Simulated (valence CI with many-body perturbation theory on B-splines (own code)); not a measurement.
# Au58+: E2, M1 decay

Level of theory: relativistic CI+MBPT: three valence electrons over a frozen Dirac-Fock core [Ar], radial functions for each j: 9 s, 9 p, 10 d, 8 f, 5 g, 3 h, 1 i, with the one-electron correlation potential Σ1, the two-electron term Σ2, the three-electron term Σ3, Breit, model QED; selected CI, second order for the rest (own B-spline code, finite nucleus).

No measured spectrum was set against this ion. As an estimate, large intervals hold to a few tenths of a per cent, small ones and those within an open d or f shell to about a per cent. The list stops below the first excitations out of the core. Only levels of the ground parity were solved; by the run's estimate the other parity begins above the list, which can be wrong where configurations are misplaced.

Lines 1 to 36 of 36 in falling wavelength, among levels below 2043400 cm⁻¹, chosen from the decays that carry over 1 % of a level's rate. Wavelengths and rates use the calculated energies. Electric multipoles are in the length gauge, E1 and E2 with the static RPA response of the core. Weak lines are less certain than strong ones. Lines between different terms over intervals too small for the method are left out, as are lines whose strength nearly cancels. The highest levels of a list are the least certain. Branching is blank where the lifetime is uncertain.

Levels are named by their leading jj configuration (3d3/2^4 stands for four electrons in 3d with j = 3/2), which in mixed levels can hold well under half, so a name can repeat and another be missing. Letters in brackets count levels of one name in rising energy.

| λ vac (Å) | Upper | Lower | Type | A (s⁻¹) | Branch % |
| --- | --- | --- | --- | --- | --- |
| 1187 | (3d3/2^2 3d5/2) J=9/2 | (3d3/2^2 3d5/2) J=5/2 [a] | E2 | 4.06e-04 |  |
| 1127 | (3d3/2^2 3d5/2) J=7/2 | (3d3/2^2 3d5/2) J=5/2 [a] | M1 | 7.62e+03 | 83.8 |
| 446.4 | (3d3/2^2 3d5/2) J=5/2 [b] | (3d3/2^2 3d5/2) J=7/2 | M1 | 1.30e+04 | 1.8 |
| 386.5 | (3d3/2^2 3d5/2) J=5/2 [b] | (3d3/2^2 3d5/2) J=3/2 | M1 | 4.15e+04 | 5.7 |
| 319.8 | (3d3/2^2 3d5/2) J=5/2 [b] | (3d3/2^2 3d5/2) J=5/2 [a] | M1 | 1.61e+04 | 2.2 |
| 169.5 | (3d3/2 3d5/2^2) J=3/2 [a] | (3d3/2^2 3d5/2) J=5/2 [b] | M1 | 3.70e+05 | 2.1 |
| 159.8 | (3d3/2 3d5/2^2) J=5/2 [a] | (3d3/2^2 3d5/2) J=5/2 [b] | M1 | 1.88e+06 | 19.2 |
| 141.3 | (3d3/2 3d5/2^2) J=7/2 [b] | (3d3/2^2 3d5/2) J=5/2 [b] | M1 | 7.09e+05 | 15.3 |
| 141.1 | (3d3/2 3d5/2^2) J=5/2 [b] | (3d3/2^2 3d5/2) J=5/2 [b] | M1 | 3.12e+06 | 51.6 |
| 137.9 | (3d3/2 3d5/2^2) J=7/2 [a] | (3d3/2^2 3d5/2) J=7/2 | M1 | 3.11e+06 | 19.8 |
| 135.2 | (3d3/2^2 3d5/2) J=5/2 [a] | (3d3/2^3) J=3/2 | M1 | 9.10e+06 | 100.0 |
| 130.5 | (3d3/2 3d5/2^2) J=9/2 | (3d3/2^2 3d5/2) J=7/2 | M1 | 3.36e+06 | 36.0 |
| 129.7 | (3d3/2 3d5/2^2) J=9/2 | (3d3/2^2 3d5/2) J=9/2 | M1 | 5.97e+06 | 64.0 |
| 126.0 | (3d3/2^2 3d5/2) J=3/2 | (3d3/2^3) J=3/2 | M1 | 7.23e+06 | 100.0 |
| 124.8 | (3d3/2 3d5/2^2) J=3/2 [a] | (3d3/2^2 3d5/2) J=1/2 | M1 | 1.90e+06 | 10.6 |
| 122.8 | (3d3/2 3d5/2^2) J=7/2 [a] | (3d3/2^2 3d5/2) J=5/2 [a] | M1 | 1.26e+07 | 80.1 |
| 120.9 | (3d3/2 3d5/2^2) J=1/2 | (3d3/2^2 3d5/2) J=1/2 | M1 | 1.11e+07 | 93.8 |
| 120.7 | (3d3/2^2 3d5/2) J=7/2 | (3d3/2^3) J=3/2 | E2 | 1.47e+03 | 16.2 |
| 118.9 | (3d3/2^2 3d5/2) J=1/2 | (3d3/2^3) J=3/2 | M1 | 2.68e+06 | 99.8 |
| 117.8 | (3d3/2 3d5/2^2) J=3/2 [a] | (3d3/2^2 3d5/2) J=3/2 | M1 | 1.09e+07 | 60.4 |
| 117.7 | (3d3/2 3d5/2^2) J=5/2 [a] | (3d3/2^2 3d5/2) J=7/2 | M1 | 5.21e+05 | 5.3 |
| 117.4 | (3d3/2 3d5/2^2) J=11/2 | (3d3/2^2 3d5/2) J=9/2 | M1 | 3.59e+06 | 99.9 |
| 114.4 | (3d3/2 3d5/2^2) J=1/2 | (3d3/2^2 3d5/2) J=3/2 | M1 | 7.13e+05 | 6.0 |
| 113.1 | (3d3/2 3d5/2^2) J=5/2 [a] | (3d3/2^2 3d5/2) J=3/2 | M1 | 6.27e+06 | 63.8 |
| 112.1 | (3d3/2 3d5/2^2) J=3/2 [b] | (3d3/2^2 3d5/2) J=5/2 [b] | M1 | 5.88e+06 | 70.7 |
| 110.8 | (3d3/2 3d5/2^2) J=3/2 [a] | (3d3/2^2 3d5/2) J=5/2 [a] | M1 | 4.83e+06 | 26.8 |
| 107.3 | (3d3/2 3d5/2^2) J=7/2 [b] | (3d3/2^2 3d5/2) J=7/2 | M1 | 1.90e+06 | 40.9 |
| 107.2 | (3d3/2 3d5/2^2) J=5/2 [b] | (3d3/2^2 3d5/2) J=7/2 | M1 | 2.69e+06 | 44.5 |
| 106.8 | (3d3/2 3d5/2^2) J=7/2 [b] | (3d3/2^2 3d5/2) J=9/2 | M1 | 1.63e+06 | 35.0 |
| 106.6 | (3d3/2 3d5/2^2) J=5/2 [a] | (3d3/2^2 3d5/2) J=5/2 [a] | M1 | 1.13e+06 | 11.5 |
| 98.01 | (3d3/2 3d5/2^2) J=7/2 [b] | (3d3/2^2 3d5/2) J=5/2 [a] | M1 | 3.79e+05 | 8.2 |
| 97.90 | (3d3/2 3d5/2^2) J=5/2 [b] | (3d3/2^2 3d5/2) J=5/2 [a] | M1 | 1.62e+05 | 2.7 |
| 95.03 | (3d3/2^2 3d5/2) J=5/2 [b] | (3d3/2^3) J=3/2 | M1 | 6.56e+05 | 90.0 |
| 90.67 | (3d3/2 3d5/2^2) J=3/2 [b] | (3d3/2^2 3d5/2) J=1/2 | M1 | 1.13e+05 | 1.4 |
| 86.93 | (3d3/2 3d5/2^2) J=3/2 [b] | (3d3/2^2 3d5/2) J=3/2 | M1 | 7.58e+05 | 9.1 |
| 83.03 | (3d3/2 3d5/2^2) J=3/2 [b] | (3d3/2^2 3d5/2) J=5/2 [a] | M1 | 1.47e+06 | 17.6 |
